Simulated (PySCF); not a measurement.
Species: C₃H₁₃NSi₂.
SMILES: `CCCN([SiH3])[SiH3]`

The closed-shell SCF was solved with PySCF and density fitting under several settings on one GFN2-xTB geometry (grid level 2 and gas phase unless stated).

| settings | basis functions | SCF cycles | E (Eh) | HOMO (eV) | LUMO (eV) | dipole (D) |
| --- | --- | --- | --- | --- | --- | --- |
| PBE0/pcSseg-1 | 181 | 12 | -755.3913 | -6.84 | 0.34 | 0.81 |
| PBE0/def2-SVPD | 232 | 12 | -755.1393 | -6.84 | 0.18 | 0.84 |
| BHandHLYP/pcSseg-1, level shift 0.1 Eh | 181 | 10 | -755.7417 | -8.04 | 1.29 | 0.78 |

**Question.** Estimate the rows for these settings: (1) PBE/IGLO-II; (2) PW91/pcSseg-1.

**Answer.** 
| settings | basis functions | SCF cycles | E (Eh) | HOMO (eV) | LUMO (eV) | dipole (D) |
| --- | --- | --- | --- | --- | --- | --- |
| PBE/IGLO-II | 236 | 14 | -755.3652 | -5.54 | -0.47 | 0.80 |
| PW91/pcSseg-1 | 181 | 14 | -755.7381 | -5.60 | -0.56 | 0.80 |

**Question.** Over all rows, what range does the HOMO–LUMO gap span?

**Answer.** From 5.04 eV (PW91/pcSseg-1) to 9.33 eV (BHandHLYP/pcSseg-1, level shift 0.1 Eh). The functional of the narrowest has no exact exchange, that of the widest 50 % exact exchange.

**Question.** And the dipole moment?

**Answer.** From 0.78 D (BHandHLYP/pcSseg-1, level shift 0.1 Eh) to 0.84 D (PBE0/def2-SVPD); the largest is 1.08 times the smallest, and the median is 0.80 D.

**Question.** Compare two rows with the functional PBE0: PBE0/pcSseg-1 and PBE0/def2-SVPD. Which energy is lower, and by how much?

**Answer.** PBE0/pcSseg-1 (181 functions) lies 0.2520 Eh or 158 kcal/mol below PBE0/def2-SVPD (232 functions). The smaller set gives the lower energy; the two sets aren't nested, so the variational bound doesn't order them by size.

Cycle counts include a coarse-grid stage where the run had one.

The values belong to the conformer `[CH3:1][CH2:2][CH2:3][N:4]([SiH3:5])[SiH3:6]`: C1–C2–C3–N4 180°, C2–C3–N4–Si5 82°.
